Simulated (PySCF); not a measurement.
# Worked example: oscillator strength and radiative lifetime

H2S2Si, SMILES [Si](S)S (connectivity only; charge and spin as stated), neutral, multiplicity 1.

Coordinates come from a PBE0-D3(BJ)/def2-TZVP optimisation. One conformer was computed; it need not be the lowest.

PySCF with TDA-M06-2X/def2-SVPD puts the first singlet state with f over 0.02 at 3.90 eV (vertical), with the transition dipole (0.000, 0.000, -0.535) in atomic units.

Task: Find the oscillator strength, the wavelength and the radiative lifetime that this transition would have in vacuum if emission retraced absorption.

Result: 
|μ|² = 0.2862 au, so |μ| = 1.36 D. ΔE = 3.90/27.211 = 0.1433 hartree. f = (2/3) ΔE |μ|² = 0.027 (the program prints 0.027).
λ = 1239.84/3.90 = 318 nm; ν = 31456 cm⁻¹.
Einstein's coefficient A = 0.6670 ν² f s⁻¹ (ν in cm⁻¹) = 1.8e7 s⁻¹, so τ = 1/A = 55 ns. This state is S1. The figure is the radiative limit of this one transition; relaxation, internal conversion, crossing to triplets and a medium change what is measured.
